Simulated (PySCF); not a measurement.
**Electron correlation in Ne⁺ (neon, charge +1)**

[He] 2s2 2p5, 2P determinant. Calculation: PySCF 2.14, in x2c-SVPall (3s2p1d, 14 functions); the spin-free X2C one-electron Hamiltonian (Gaussian nucleus). Frozen: 1s2; 7 electrons correlated.

MP2 pair energies summed by pair of shells (mhartree):

```
 pair  energy  share (%)
2p-2p  -85.01       65.3
2s-2p  -38.30       29.4
2s-2s   -6.92        5.3
```

Total MP2 correlation energy: -130.23 mhartree.

Same-spin part -33.00 and opposite-spin part -97.23 mhartree; SCS-MP2 scales them by 1/3 and 6/5 to -127.68 mhartree.

```json
{"level": "CCSD", "correlation energy (mhartree)": "-140.86"}
{"level": "(T)", "correlation energy (mhartree)": "-1.06"}
{"level": "CCSD(T)", "correlation energy (mhartree)": "-141.92"}
```

Diagnostics: T1 = 0.0037, D1 = 0.0059, largest double amplitude 0.038.

Question: Is a single reference adequate?

Answer: Yes: T1 lies below 0.03 and no double amplitude reaches 0.07.
